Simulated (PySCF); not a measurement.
**Input and output**

[PrCl2]+ (singlet in the valence; each metal's 4f electrons, 2 of them, lie in its core potential, out of spins and levels). PySCF 2.14.0, RKS PBE0, Pr lcecp-1-SVP with ECP48, Cl def2-SVP; non-relativistic Hamiltonian with scalar-relativistic core potentials where named; density fitting; no spin-orbit coupling. Purpose: finer grid at the relaxed geometry.

```python
mol = gto.M(atom='''
Pr     0.00000     0.00000    -0.59073
Cl     1.99996    -0.00000     0.84796
Cl    -1.99996     0.00000     0.84796''',
    basis={'Pr': 'lcecp-1-SVP', 'Cl': 'def2-SVP'},
    ecp={'Pr': 'lcecp-1-SVP'},
    charge=1, spin=0)
mf = dft.RKS(mol, xc='PBE0')
mf.grids.atom_grid = (75, 302)  # f atoms: unpruned, at least (60, 302)
mf = mf.density_fit()  # fitting sets: Pr AutoAux, Cl def2-universal-JKFIT
mf.conv_tol = 1e-09; mf.max_cycle = 55
mf.kernel(dm0)  # dm0: converged density of the relaxed state
mf.nuc_grad_method().kernel()
```

Run from Python with OMP_NUM_THREADS=2; the lines above give its settings. Where DIIS fails, smearing, a level shift and second-order steps follow.
It took 5.7 s on 2 threads of Intel(R) Xeon(R) Platinum 8488C (Sapphire Rapids), on a shared host, with gradient, populations and further properties, from an already converged density.

(1) Where do the frontier levels lie, over both spins?

(2) What does the SCF print?

(3) What are the Mulliken charges and spins?

(4) What forces act on the atoms (eV/Å)?

An lcecp potential fixes the number of 4f electrons, so in runs with it no electron can move into or out of that shell.

Results:

(1) HOMO -13.56 eV, LUMO -7.72 eV. The 4f levels lie in the core potential and are missing.

(2) 
```
init E= -952.58863334995
cycle= 1 E= -952.588633349935  delta_E= 1.52e-11  |g|= 5.67e-05  |ddm|= 0.000137
cycle= 2 E= -952.588633348151  delta_E= 1.78e-09  |g|= 9.07e-05  |ddm|= 0.000199
cycle= 3 E= -952.588633350981  delta_E= -2.83e-09  |g|= 4.12e-06  |ddm|= 0.000127
cycle= 4 E= -952.588633350984  delta_E= -3.18e-12  |g|= 3.53e-07  |ddm|= 5.09e-06
Extra cycle  E= -952.588633350983  delta_E= 4.55e-13  |g|= 3.51e-07  |ddm|= 9.16e-07
converged SCF energy = -952.588633350983
```

(3) 
```csv
atom,charge (e),spin (e)
Pr1,1.341,0.000
Cl2,-0.170,0.000
Cl3,-0.170,0.000
```
The spin of the 4f electrons in the core isn't counted.

(4) 
```
Pr  0.00 0.00 0.00
Cl  0.00 0.00 0.00
Cl  0.00 0.00 0.00
```
Forces carry noise of the integration grid, about 0.01 to 0.03 eV/Å.
